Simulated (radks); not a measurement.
Charge is removed step by step from the 5p3/2 level of the dysprosium ion Dy+, starting from [Kr] 4d10 4f10 5s2 5p(1/2: 2, 3/2: 4) 6s1. Calculated with a radial shooting solver on a logarithmic mesh with Libxc functionals: Dirac Kohn-Sham, LDA (Slater exchange, Perdew-Wang correlation), spin-unpolarised, spherical densities, finite nucleus; open shells fill j = l - 1/2 first; Fermi nuclear charge, rms radius 5.2218 fm.

| removed (e) | E - E(0) (eV) | eigenvalue (eV) | E minus straight line (eV) |
|---|---|---|---|
| 0 | 0.000 | -30.625 | 0.000 |
| 0.1 | 3.120 | -31.778 | -0.537 |
| 0.2 | 6.356 | -32.945 | -0.958 |
| 0.3 | 9.710 | -34.126 | -1.261 |
| 0.4 | 13.182 | -35.318 | -1.446 |
| 0.5 | 16.774 | -36.523 | -1.511 |
| 0.6 | 20.487 | -37.739 | -1.455 |
| 0.7 | 24.322 | -38.965 | -1.277 |
| 0.8 | 28.280 | -40.201 | -0.976 |
| 0.9 | 32.362 | -41.448 | -0.551 |
| 1 | 36.570 | -42.704 | 0.000 |

Removing the whole electron costs 36.570 eV by Delta-SCF, against 30.625 eV from minus the eigenvalue at the starting occupation. Slater's transition state (half an electron removed) gives 36.523 eV. Integrating minus the eigenvalue over the occupation (Janak's theorem) gives 36.570 eV. The mean slope of the eigenvalue, de/dn, is 12.1 eV per electron.
